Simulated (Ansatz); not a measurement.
Relaxation of CH2BClS (6 atoms, charge 0, multiplicity 1), to a largest force component of 0.02 eV/Å in at most 40 steps.

Level of theory: Ansatz 0.2.0, RKS PBE0/def2-SVP.

```xyz
6
Properties=species:S:1:pos:R:3:forces:R:3
Cl -1.002 -2.337 0.531 0.91 2.45 -1.70
B -0.424 -0.746 -0.254 -1.61 1.67 0.90
C 0.421 0.527 0.026 5.42 -2.64 3.14
S -0.789 1.084 -0.936 -4.77 -1.44 -2.95
H 1.431 0.523 -0.506 -0.59 0.17 1.25
H 0.406 0.885 1.093 0.64 -0.20 -0.64
```

**Question.** Where does it end, and by what steps?

**Answer.** It converged. After 7 steps the energy has fallen by 1.822 eV; S4 moved furthest, 0.34 Å.

```csv
step,energy less start (eV),largest force component (eV/Å),accepted
0,0.0000,5.420,yes
1,-1.3517,2.695,yes
2,-1.7119,1.927,yes
3,-1.8147,0.308,yes
4,-1.8197,0.168,yes
5,-1.8211,0.047,yes
6,-1.8215,0.054,yes
7,-1.8215,0.007,yes
```

```xyz
6
Properties=species:S:1:pos:R:3
Cl -0.998 -2.247 0.269
B -0.519 -0.628 -0.087
C 0.523 0.471 0.121
S -0.988 0.806 -0.963
H 1.473 0.469 -0.428
H 0.550 1.065 1.042
```

Whether the end is a true minimum wasn't checked by a vibrational analysis.

Run time: 17 s on 1 thread of Arm Neoverse V1, on a shared host, peak memory 0.15 GiB.
